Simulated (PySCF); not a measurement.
Predicted microwave data (B3LYP/def2-SVPD in PySCF (dipole) on a GFN2-xTB geometry, gas phase) for one isomer of ClH9Si4:

| Property | Result |
| --- | --- |
| Rotational constants | A = 1121, B = 1120, C = 986.9 MHz |
| Dipole components | \|μa\| = 0.00 D, \|μb\| = 0.00 D, \|μc\| = 1.36 D |
| Inertial defect | -389.88 u·Å² |
| κ | 1.00 |

Question: Which structure is it? (One computed conformer of each.)
A. `[SiH3][Si]([SiH3])([SiH3])Cl`
B. `[SiH3:1][SiH2:2][SiH2:3][SiH2:4][Cl:5]` with Si1–Si2–Si3–Si4 -52°, Si2–Si3–Si4–Cl5 -23°

Answer: A. It is [SiH3][Si]([SiH3])([SiH3])Cl, an oblate symmetric top, point group C3v. The candidates at the same level (rigid rotor, commonest isotopes):

```tsv
SMILES	A (MHz)	B (MHz)	C (MHz)	μa (D)	μb (D)	μc (D)	Δ (u·Å²)	point group	rotor
[SiH3][SiH2][SiH2][SiH2]Cl	1780	878.6	681.8	0.38	1.19	0.46	-117.84	C1	asymmetric top
[SiH3][Si]([SiH3])([SiH3])Cl	1121	1120	986.9	0.00	0.00	1.36	-389.88	C3v	oblate symmetric top
```

`[SiH3][SiH2][SiH2][SiH2]Cl` has A 59 % too high. In the right answer the symmetry axis of this C3v structure is c, so μa and μb vanish by symmetry. No structure here is proved a minimum.
